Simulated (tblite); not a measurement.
A geometry optimisation, step by step.

Compound: C5H9OS (doublet state).
SMILES with atom numbers: `[CH3:1][C@H:2]([CH:3]=[O:4])[C@@H:5]([CH3:6])[S:7]` (hydrogens: H8, H9, H10 on C1; H11 on C2; H12 on C3; H13 on C5; H14, H15, H16 on C6)
Bond orders are those of one Lewis drawing.

Computed with GFN2-xTB (tblite), gas phase: L-BFGS steps from a force-field or distance-geometry start until the largest atomic force falls under 0.01 eV/Å. 5 of its 74 geometries are shown.

Step 0: E = -613.4244 eV, largest atomic force 1.978 eV/Å
```
atom  x, y, z in Å  |  force x, y, z in eV/Å
C1      1.399   -0.922   -0.397   -0.300   0.013   0.221
C2      0.364    0.173   -0.754    0.605  -0.316   0.985
C3      0.810    1.500   -0.145    1.266   0.347   0.355
O4      1.892    1.716    0.376   -1.731  -0.549  -0.784
C5     -1.063   -0.249   -0.308   -0.007   0.635  -0.032
C6     -1.295   -0.203    1.197    0.285   0.192   0.685
S7     -2.314    0.837   -1.132    0.517  -0.543   0.245
H8      1.107   -1.878   -0.824   -0.051  -0.008  -0.031
H9      1.505   -1.049    0.687   -0.107   0.139  -0.298
H10     2.374   -0.663   -0.790    0.059   0.143  -0.054
H11     0.400    0.298   -1.836   -0.233   0.140  -0.128
H12     0.085    2.334   -0.272   -0.049  -0.268   0.031
H13    -1.216   -1.287   -0.621   -0.196   0.212  -0.312
H14    -0.575   -0.853    1.717   -0.211   0.177  -0.245
H15    -2.297   -0.551    1.464    0.139   0.024  -0.241
H16    -1.184    0.807    1.628    0.013  -0.337  -0.396
```

Step 18: E = -613.5661 eV, largest atomic force 0.054 eV/Å
```
atom  x, y, z in Å  |  force x, y, z in eV/Å
C1      1.414   -0.949   -0.388   -0.016   0.033   0.009
C2      0.393    0.133   -0.726   -0.030  -0.011   0.014
C3      0.761    1.477   -0.146    0.040  -0.010  -0.018
O4      1.794    1.751    0.390   -0.037   0.004  -0.003
C5     -1.042   -0.225   -0.295    0.003   0.010  -0.017
C6     -1.258   -0.195    1.214    0.031   0.000  -0.041
S7     -2.199    0.905   -1.108   -0.036  -0.005   0.010
H8      1.125   -1.903   -0.824    0.003   0.042   0.004
H9      1.510   -1.066    0.688    0.005   0.002   0.000
H10     2.386   -0.662   -0.782    0.003  -0.008   0.009
H11     0.374    0.288   -1.815    0.022  -0.036   0.034
H12    -0.045    2.230   -0.289    0.011  -0.030  -0.001
H13    -1.278   -1.220   -0.690   -0.025   0.024   0.017
H14    -0.553   -0.852    1.717   -0.011  -0.019  -0.019
H15    -2.269   -0.520    1.455    0.038   0.027  -0.019
H16    -1.120    0.817    1.591   -0.001  -0.024   0.022
```

Step 36: E = -613.5736 eV, largest atomic force 0.048 eV/Å
```
atom  x, y, z in Å  |  force x, y, z in eV/Å
C1      1.407   -0.936   -0.348   -0.019   0.036  -0.025
C2      0.386    0.130   -0.738   -0.033  -0.001   0.002
C3      0.743    1.488   -0.183    0.040  -0.009   0.004
O4      1.760    1.774    0.374   -0.027   0.023  -0.019
C5     -1.052   -0.209   -0.311    0.000  -0.023   0.031
C6     -1.226   -0.226    1.202   -0.019  -0.006   0.021
S7     -2.212    0.957   -1.068    0.030   0.001   0.015
H8      1.145   -1.901   -0.776   -0.024   0.031   0.009
H9      1.473   -1.032    0.733    0.021   0.013  -0.040
H10     2.385   -0.643   -0.722    0.018  -0.010   0.022
H11     0.384    0.250   -1.830    0.024  -0.008  -0.001
H12    -0.065    2.234   -0.355    0.019  -0.030  -0.002
H13    -1.320   -1.186   -0.728   -0.001   0.004   0.008
H14    -0.575   -0.973    1.649   -0.017  -0.006   0.010
H15    -2.254   -0.465    1.463   -0.036  -0.013  -0.019
H16    -0.985    0.748    1.626    0.024  -0.001  -0.015
```

Step 55: E = -613.5777 eV, largest atomic force 0.018 eV/Å
```
atom  x, y, z in Å  |  force x, y, z in eV/Å
C1      1.413   -0.922   -0.331   -0.002   0.006   0.007
C2      0.389    0.133   -0.735    0.002  -0.003  -0.004
C3      0.742    1.504   -0.214   -0.006  -0.007  -0.001
O4      1.760    1.819    0.326   -0.001  -0.012  -0.013
C5     -1.048   -0.206   -0.304    0.012  -0.007   0.001
C6     -1.230   -0.259    1.207    0.002   0.001   0.001
S7     -2.197    0.993   -1.028   -0.001   0.006  -0.014
H8      1.145   -1.894   -0.738   -0.003   0.011   0.010
H9      1.483   -0.995    0.750    0.014   0.000   0.004
H10     2.392   -0.642   -0.712   -0.008   0.000   0.002
H11     0.387    0.230   -1.830    0.000   0.008  -0.003
H12    -0.077    2.234   -0.402   -0.001   0.002   0.014
H13    -1.328   -1.168   -0.746   -0.010   0.001   0.002
H14    -0.652   -1.075    1.634   -0.004  -0.001  -0.006
H15    -2.279   -0.417    1.449    0.005  -0.003   0.005
H16    -0.907    0.675    1.662    0.001  -0.002  -0.005
```

Step 73: E = -613.5787 eV, largest atomic force 0.010 eV/Å
```
atom  x, y, z in Å  |  force x, y, z in eV/Å
C1      1.414   -0.915   -0.320    0.005  -0.002   0.002
C2      0.387    0.132   -0.735    0.005  -0.003   0.001
C3      0.741    1.505   -0.217   -0.004  -0.003  -0.008
O4      1.777    1.826    0.283   -0.002   0.002  -0.002
C5     -1.051   -0.205   -0.310    0.002  -0.002   0.002
C6     -1.232   -0.269    1.201    0.000  -0.001   0.003
S7     -2.192    1.005   -1.029   -0.006   0.004  -0.002
H8      1.140   -1.897   -0.698   -0.008   0.003   0.001
H9      1.502   -0.962    0.762   -0.002   0.000   0.002
H10     2.387   -0.645   -0.722    0.004  -0.005   0.000
H11     0.391    0.226   -1.830    0.002   0.009   0.003
H12    -0.092    2.227   -0.365    0.002   0.000   0.000
H13    -1.337   -1.162   -0.758    0.000  -0.003  -0.004
H14    -0.674   -1.105    1.617    0.007  -0.001  -0.002
H15    -2.283   -0.404    1.445   -0.003   0.000   0.001
H16    -0.884    0.652    1.664   -0.002   0.002   0.004
```

Q: Summarise the path.

A: The energy falls by 0.1543 eV from step 0 to step 73; nine tenths of that is first reached at step 16. It falls at every step. The largest force goes from 1.978 to 0.010 eV/Å. Among the bonds C5–S7 changes most, from 1.850 to 1.812 Å; the atoms move by 0.173 Å rms after alignment.

The cost below is that of the whole relaxation. Hardware: Arm Neoverse V2, one thread, shared host with 96 logical CPUs at a one-minute load of 23. Cost: 0.36 s.
